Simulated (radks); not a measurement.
The lithium anion Li-, [He] 2s2, held by a Watson sphere: a shell of charge +1 at radius R that stands for the Madelung well of a crystal (potential energy -1/R inside, -1/r outside, in hartree with lengths in bohr). Calculated with a radial shooting solver on a logarithmic mesh with Libxc functionals: non-relativistic Kohn-Sham, PBE, spin-unpolarised, spherical densities, point nucleus. Response by self-consistent Sternheimer equations with the Hartree and adiabatic LDA kernel. The sphere does not respond.

R (bohr),e(1s) (eV),e(2s) (eV),<r> 2s (bohr),sum of <r^2> (bohr^2),X-ray form factor at sin(theta)/lambda = 0.2 1/angstrom,alpha (bohr^3)
1.65,-55.440,-4.717,3.110,23.85,1.781,77.61
2.04,-53.222,-4.573,3.222,25.40,1.752,85.06
2.95,-51.144,-4.131,3.547,30.32,1.707,113.6
3.05,-51.039,-4.079,3.584,30.93,1.704,117.6
3.18,-50.921,-4.011,3.633,31.74,1.702,123.0
3.43,-50.742,-3.881,3.726,33.32,1.699,134.0
3.98,-50.490,-3.603,3.924,36.88,1.701,161.4
